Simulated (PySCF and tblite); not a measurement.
Results of a calculation; reference values are marked as such.
C6H9FO, numbered as in [O:1]=[C:2]1[CH2:3][CH2:4][CH2:5][CH2:6][C@@H:7]1[F:8]. Search: ETKDG and KDG, MMFF94s, GFN2-xTB, 90 starts; geometries at PBE0-D3(BJ)/def2-SVP. Weights use PBE0-D3(BJ)/def2-TZVP energies plus GFN2-xTB zero-point and thermal terms (modes under about 100 cm⁻¹ blended into free rotors). Symmetry numbers and mirror images are counted. Conformers within 4 kcal/mol (GFN2-xTB free energy) were kept, 5 at most. GIAO shieldings: PBE0/pcSseg-1. Shifts are against TMS (¹H), TMS (¹³C), CFCl3 (¹⁹F) at the same level; of two unlike H on one atom, a is the less shielded. Programs: PySCF with density fitting and tblite.

The 6-ring runs over atoms 2–3–4–5–6–7.

```tsv
conformer	shape	point group	mirror pair	ΔE(DFT)	Δ(G−E) at 250 K	δ H6a (ppm)
1	6-ring chair (all substituents equatorial)	C1	no	0.00	0.00	2.27
2	6-ring chair (F8 axial)	C1	no	0.01	0.16	1.46
3	6-ring twist-boat (ring torsions -33, 63, -28, -33, 64, -28°)	C1	no	3.90	-0.04	1.96
4	6-ring between boat and twist-boat (ring torsions 56, -39, -18, 61, -45, -12°)	C1	no	4.33	-0.26	2.10
```

Energies in kcal/mol; the thermal term leaves out symmetry numbers and mirror images.

(1) Work out the weights at 250 K and the ¹H shift of H6a under fast exchange.

## Answers

(1) RT = 0.497 kcal/mol. Each conformer gets RT ln(σ/g), with σ the rotational symmetry number and g = 2 for a mirror pair: 1: σ = 1, g = 1, G = 0.00 + 0.00 + 0.00 = 0.00, 0.00 above the lowest, exp(−ΔG/RT) = 1.000; 2: σ = 1, g = 1, G = 0.01 + 0.16 + 0.00 = 0.17, 0.17 above the lowest, exp(−ΔG/RT) = 0.710; 3: σ = 1, g = 1, G = 3.90 − 0.04 + 0.00 = 3.85, 3.85 above the lowest, exp(−ΔG/RT) = 0.000; 4: σ = 1, g = 1, G = 4.33 − 0.26 + 0.00 = 4.07, 4.07 above the lowest, exp(−ΔG/RT) = 0.000. The sum is 1.711, so the weights are 58.4, 41.5, 0.0, 0.0 %. The averaged shift is 1.94 ppm. At 298.15 K it is 1.93 ppm. At 298.15 K the leading conformer alone gives 2.27 ppm and bare DFT energies give 1.87 ppm.
